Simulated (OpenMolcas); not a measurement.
# V III: effect of the basis set

```json
{"Program": "OpenMolcas 26.06", "Method": "SS-CASPT2, IPEA 0.25 Eh, imaginary shift 0.1 Eh (closed shells correlated: 3s 3p)", "Active space": "3 electrons in 10 orbitals (3d 4d)", "State averaging": "2S+1 = 4 even, 10 roots; 2S+1 = 2 even, 40 roots", "Spin-orbit coupling": "RASSI with atomic mean-field integrals over the reference wave functions, term energies averaged over their components"}
```

A. ANO-RCC-VTZP [6s5p3d2f1g], DKH2, point nucleus; CASPT2 step about 6 core-minutes
B. ANO-R2 [6s4p4d2f1g], X2C, finite nucleus; CASPT2 step about 7 core-minutes
C. ANO-RCC-VQZP [7s6p4d3f2g1h], DKH2, point nucleus; CASPT2 step about 6 core-minutes

Energies in cm⁻¹ above 3d³ ⁴F_3/2, the measured ground level; measured values from Sugar and Corliss, J. Phys. Chem. Ref. Data 7, 1191 (1978).

| Level | A | B | C | Measured |
| --- | --- | --- | --- | --- |
| 3d³ ⁴F_3/2 | 0.0 | 0.0 | 0.0 | 0.0 |
| 3d³ ⁴F_5/2 | 156 | 153 | 157 | 146 |
| 3d³ ⁴F_7/2 | 369 | 364 | 372 | 342 |
| 3d³ ⁴F_9/2 | 637 | 628 | 641 | 584 |
| 3d³ ⁴P_1/2 | 11890 | 11860 | 11880 | 11514 |
| 3d³ ⁴P_3/2 | 11960 | 11930 | 11950 | 11592 |
| 3d³ ²G_7/2 | 12140 | 12050 | 11810 | 11966 |
| 3d³ ⁴P_5/2 | 12150 | 12110 | 12140 | 11770 |
| 3d³ ²G_9/2 | 12380 | 12290 | 12050 | 12187 |
| 3d³ ²P_1/2 | 15660 | 15490 | 15320 | 15580 |
| 3d³ ²P_3/2 | 15720 | 15550 | 15370 | 15550 |
| 3d³ ²D_3/2(1) | 16800 | 16630 | 16440 | 16330 |
| 3d³ ²D_5/2(1) | 16950 | 16770 | 16580 | 16375 |
| 3d³ ²H_9/2 | 17250 | 17160 | 16880 | 16811 |
| 3d³ ²H_11/2 | 17450 | 17350 | 17070 | 16978 |
| 3d³ ²F_7/2 | 28490 | 28270 | 28020 | 27728 |
| 3d³ ²F_5/2 | 28580 | 28370 | 28120 | 27847 |
| 3d³ ²D_5/2(2) | 44350 | 43890 | 43590 | 42267 |
| 3d³ ²D_3/2(2) | 44450 | 43980 | 43690 | 42371 |

Deviations, from unrounded energies. A percentage is the sum of absolute deviations over the sum of measured energies, with the sign that they share, or ± where signs differ.

```
                        Against measurement  Levels     A     B     C
             mean absolute deviation (cm-1)      18   520   390   310
      fine structure of the ground term (%)       3  +8.5  +7.0  +9.2
other terms of the ground configuration (%)      15  +3.2  ±2.4  ±1.9
```

C lies closest to measurement on these levels and A furthest from it. The largest miss of C in the table is 3d³ ²D_5/2(2), by +1300 cm-1. The ranking rests on the paired levels alone, and a cruder setting can come out closer through cancelling errors.

The two smallest mean deviations differ by little beside CASPT2's spread within terms, so their order carries little weight.

Among A to C the level of the table that moves most is 3d³ ²D_5/2(2), by 760 cm-1 (lowest in C, highest in A). Moves below CASPT2's spread within the term are not significant.

CASPT2 does not keep the components of a term degenerate, so their means are used; among the terms shown or strongly mixed into the levels shown the widest spread is 640 cm-1 (3d³ ⁴F, A). Some levels mix across a computed gap that differs much from the measured one, so their mixing is not that of the real levels. Active for correlation alone: 4d; no level in the range computed is led by a configuration that fills it, so any true level of that kind is missing. Computed and measured levels are paired by configuration, term and J; levels that our copy of the source lacks, or whose pairing is in doubt (as where it misses far off the trend of its configuration), stay unpaired and out of the deviations. Levels of configurations outside the active space are missing.

A number in round brackets counts repeated terms of one configuration in the order of the reference energies.
